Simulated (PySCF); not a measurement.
Compound: C4H9NSSi (charge +1 and doublet state).
Structure used (GFN2-xTB), in Å, numbered top down from 1:
```
atom  x, y, z in Å
C1     2.544   -0.706    0.472
S2     1.824    0.942    0.321
Si3   -0.044    0.596   -0.769
N4    -0.505    2.145   -1.279
C5    -1.320    0.056    0.581
C6    -2.356   -0.961    0.251
C7    -1.431   -1.332    1.101
H8     2.667   -0.924    1.530
H9     1.935   -1.461   -0.013
H10    3.530   -0.671    0.012
H11    0.229   -0.533   -1.654
H12   -1.429    2.346   -1.632
H13    0.161    2.823   -1.620
H14   -1.562    0.893    1.233
H15   -3.234   -1.156   -0.315
H16   -1.018   -2.048    1.768
```

The hyperfine couplings belong to this conformer and change with its torsions.

As a line formula: `C[S+][Si@H](N)C1C=C1` [radical] (charge +1).

Level of theory: UKS B3LYP, pcH-1 on C H N S Si, non-relativistic, mean-field spin-orbit, GIAO in PySCF. The structure is a single GFN2-xTB conformer in the gas phase; no vibrational or solvent corrections. GFN2-xTB frequencies show an imaginary mode (29i cm⁻¹), so this geometry is no minimum at that level. A GFN2-xTB geometry isn't a minimum of the functional, and hyperfine couplings can be far from their values at a DFT geometry, by a factor of two or more for some ions and for spin on atoms past the first row. The SCF solution wasn't tested for stability.

**Question.** Break the g tensor into its mass correction, gauge correction and orbital-Zeeman/spin–orbit terms.

**Answer.** 
```json
{"Δg (ppt)": "relativistic mass correction", "1": "-0.20", "2": "-0.20", "3": "-0.20"}
{"Δg (ppt)": "gauge correction", "1": "0.00", "2": "0.03", "3": "0.06"}
{"Δg (ppt)": "orbital Zeeman/spin–orbit", "1": "0.19", "2": "10.58", "3": "30.07"}
{"Δg (ppt)": "total", "1": "-0.01", "2": "10.41", "3": "29.93"}
```

So g = 2.00231, 2.01273, 2.03225 and g_iso = 2.01576; the tensor is rhombic: the two nearest values differ by 35 % of g3 − g1. Axes: g3 points within 9° of the C1–S2 bond.

**Question.** How much does each term add to the isotropic shift?

**Answer.** The orbital-Zeeman/spin–orbit term 13.61, the mass correction -0.20 and the gauge correction 0.03 ppt, for a total of 13.45 ppt. The orbital-Zeeman/spin–orbit term is the largest in size. The mass correction is the same along every axis, so the anisotropy comes from the other two: their spans along these axes are 0.06 (gauge) and 29.88 ppt (orbital Zeeman/spin–orbit).

**Question.** What effective moment and Curie constant follow for a powder?

**Answer.** With the mean of g² = 4.0635 and S(S+1) = 0.75: μ_eff = √(⟨g²⟩S(S+1)) = 1.746 μB and χT = 0.12505·⟨g²⟩·S(S+1) = 0.381 cm³ K/mol (cgs; spin-Hamiltonian part alone).

**Question.** What are the electron Larmor frequencies g μB B/h along the three axes at 350 mT?

**Answer.** 9.8087, 9.8597, 9.9554 GHz for g1, g2 and g3, a range of 146.7 MHz.

**Question.** In a frozen sample, at which fields do the three g values resonate at 9.5, 34, 94 and 263 GHz (hyperfine left aside), and which band first spreads them over more than twice a line width of 0.5 mT?

**Answer.** 
| band | GHz | B(g3) mT | B(g2) mT | B(g1) mT | spread mT |
| --- | --- | --- | --- | --- | --- |
| X | 9.5 | 333.99 | 337.23 | 338.98 | 4.99 |
| Q | 34.0 | 1195.34 | 1206.93 | 1213.21 | 17.87 |
| W | 94.0 | 3304.75 | 3336.81 | 3354.16 | 49.41 |
| J | 263.0 | 9246.27 | 9335.97 | 9384.52 | 138.25 |

The spread grows in proportion to the frequency. X band is the first where it exceeds 1.0 mT.

Largest spin populations (Mulliken): S2 (+0.51), C6 (+0.14), C7 (+0.13) and C5 (+0.11).

The HOMO–LUMO gaps are 5.86 eV among the α and 1.58 eV among the β orbitals.

Hardware: Arm Neoverse V2, one thread, shared host with 96 logical CPUs at a one-minute load of 21. Cost: 86 s wall (grids of density and orbitals included), 1.0 GiB resident at most.
